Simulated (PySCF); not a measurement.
SnHMe2(OMe), C3H10OSn.
Bonds: Sn1–C3, Sn1–C7, Sn1–O11, O11–C12. Hydrogens: H2 on Sn1; H4, H5, H6 on C3; H8, H9, H10 on C7; H13, H14, H15 on C12.

Method: PBE0-D3(BJ)/def2-SVP geometry optimisation, gas phase, def2 core potentials past Kr in PySCF.

(1) What internal coordinates does the optimisation give?

Results:

(1) 
| bond | length (pm) |
| --- | --- |
| Sn1–H2 | 172.5 |
| Sn1–C3 | 214.9 |
| Sn1–C7 | 213.6 |
| Sn1–O11 | 200.0 |
| C3–H4 and 5 like bonds | 109.9 |
| O11–C12 | 139.0 |
| C12–H13, C12–H14, C12–H15 | 110.9 |

Bonds in one row agree within 1 pm and their mean is given. A selection of angles:
| angle | degrees |
| --- | --- |
| H2–Sn1–C3 | 111.6 |
| H2–Sn1–C7 | 113.8 |
| H2–Sn1–O11 | 107.0 |
| C3–Sn1–C7 | 113.6 |
| C3–Sn1–O11 | 107.5 |
| C7–Sn1–O11 | 102.5 |
| Sn1–C3–H4 | 109.5 |
| H4–C3–H5 | 109.0 |
| Sn1–C7–H8 | 110.7 |
| Sn1–O11–C12 | 121.1 |
| O11–C12–H13 | 113.5 |
| O11–C12–H14 | 109.3 |
| H13–C12–H14 | 106.6 |

Torsions: C3–Sn1–O11–C12 59° (synclinal). The mirror-image conformer, all signs reversed, is as good.

Sn1 (tin bonded to 2 C, O and H) is distorted tetrahedral (angles from 102.5° to 113.8°).

Point group: C1 (no symmetry element, even within 0.4 Å). PBE0-D3(BJ)/def2-SVP frequencies: not computed here. One conformer, not necessarily the lowest.
